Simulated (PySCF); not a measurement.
Computed shifts of a molecule C₃H₉AlO, PySCF with PBE/pcSseg-1, GIAO, gas phase, atoms alike by connectivity averaged where their shifts nearly agree, in ppm (number of nuclei): ¹H: 5.25 (1), 3.51 (1), 1.51 (6), 0.67 (1). ¹³C: 22.0 (2), 19.3 (1). References: ¹H against TMS (σ = 31.49 ppm); ¹⁷O against H2O (σ = 334.3 ppm); ¹³C against TMS (σ = 182.0 ppm), references at their B3LYP-D3(BJ)/def2-TZVP geometries, non-relativistic. Geometry: PBE0-D3(BJ)/def2-SVP. One conformer was computed; it need not be the lowest.

Q: Identify the compound among the candidates.
(A) CC[O][AlH][CH3]
(B) C[CH2][AlH][O]C
(C) C[CH2][Al]([CH3])[OH]
(D) C[CH](C)[AlH][OH]

A: D, C[CH](C)[AlH][OH]
